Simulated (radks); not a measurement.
All-electron atom: K14+ in [He] 2s2 2p1. All-electron calculation, scalar-relativistic Kohn-Sham, r2SCAN, spin-unpolarised, spherical densities, finite nucleus; meta-GGA in the generalised Kohn-Sham scheme; Fermi nuclear charge, rms radius 3.4349 fm. Program: a radial shooting solver on a logarithmic mesh with Libxc functionals.

Normalised radial functions P(r) = r R(r), r in bohr:

| r | 1s |
|---|---|
| 0.004593 | 0.7009 |
| 0.005097 | 0.7696 |
| 0.005701 | 0.8500 |
| 0.006377 | 0.9376 |
| 0.007132 | 1.0327 |
| 0.007914 | 1.1279 |
| 0.008852 | 1.2380 |
| 0.009901 | 1.3560 |
| 0.01107 | 1.4817 |
| 0.01229 | 1.6051 |
| 0.01374 | 1.7446 |
| 0.01537 | 1.8901 |
| 0.0172 | 2.0402 |
| 0.01908 | 2.1824 |
| 0.02134 | 2.3364 |
| 0.02387 | 2.4887 |
| 0.0267 | 2.6361 |
| 0.02963 | 2.7652 |
| 0.03314 | 2.8919 |
| 0.03706 | 3.0011 |
| 0.04146 | 3.0875 |
| 0.046 | 3.1428 |
| 0.05145 | 3.1705 |
| 0.05755 | 3.1606 |
| 0.06437 | 3.1090 |
| 0.07142 | 3.0216 |
| 0.07989 | 2.8840 |
| 0.08936 | 2.7027 |
| 0.09995 | 2.4814 |
| 0.1109 | 2.2460 |
| 0.124 | 1.9686 |
| 0.1387 | 1.6775 |
| 0.1552 | 1.3851 |
| 0.1722 | 1.1237 |
| 0.1926 | 0.8643 |
| 0.2154 | 0.6373 |
| 0.241 | 0.4489 |
| 0.2674 | 0.3095 |
| 0.2991 | 0.1958 |
| 0.3345 | 0.1160 |
| 0.3741 | 0.0638 |
| 0.4151 | 0.0340 |
| 0.4643 | 0.0159 |
| 0.5194 | 0.0067 |
| 0.5809 | 0.0025 |
| 0.6446 | 0.0009 |
| 0.721 | 0.0003 |
| 0.8064 | 0.0001 |
| 0.902 | 0.0000 |
| 1.001 | 0.0000 |
| 1.119 | 0.0000 |
| 1.252 | 0.0000 |
| 1.401 | 0.0000 |
| 1.554 | 0.0000 |
| 1.738 | 0.0000 |
| 1.944 | 0.0000 |
| 2.175 | 0.0000 |
| 2.413 | 0.0000 |
| 2.699 | 0.0000 |

1s: eigenvalue -4209.1 eV, 0 radial nodes, <r> = 0.0805 bohr, 90 % of the charge inside 0.143 bohr.
